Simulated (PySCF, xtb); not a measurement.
Si(NH2)4 (H8N4Si), SMILES N[Si](N)(N)N.

GFN2-xTB in xtb 6.7.1 at its own geometry gives an orbital gap of 8.04 eV and a dipole moment of 0.00 D.

The structure is a stationary point at B3LYP-D3(BJ)/def2-SVP. One conformer was computed; it need not be the lowest.

What does PBE0/def2-TZVP run with PySCF give? (An estimate is asked for; the answer gives what the named calculation found.)

gap 7.54 eV (levels -6.76 and 0.78 eV), dipole 0.00 D.
